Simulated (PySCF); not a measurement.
HIOSn, neutral, multiplicity 1. Atoms are numbered in the order given.

```xyz
4

Sn     0.3464     1.2733     0.0000
I     -0.0441    -1.4956     0.0000
O     -1.5976     1.8190     0.0000
H     -2.2001     1.0469     0.0000
```

Coordinates come from a PBE-D3(BJ)/def2-SVP optimisation. The def2 effective core potentials stand for the cores of I, Sn; spin–orbit coupling is left out. Other conformers were not sampled.

Level of theory: HF/def2-TZVPD (PySCF).

- total energy: -585.57984 hartree
- point group: Cs
- highest occupied level: -9.60 eV
- lowest empty level: -0.28 eV
- orbital gap: 9.33 eV
- dipole moment: 2.24 D
- quadrupole, principal values (traceless, Buckingham form, about the centre of nuclear charge): -11.61, 5.36, 6.25 D·Å
- mean static polarisability: 83.1 bohr³ (12.32 Å³)
- polarisability, principal values: 64.8, 72.6, 111.9 bohr³
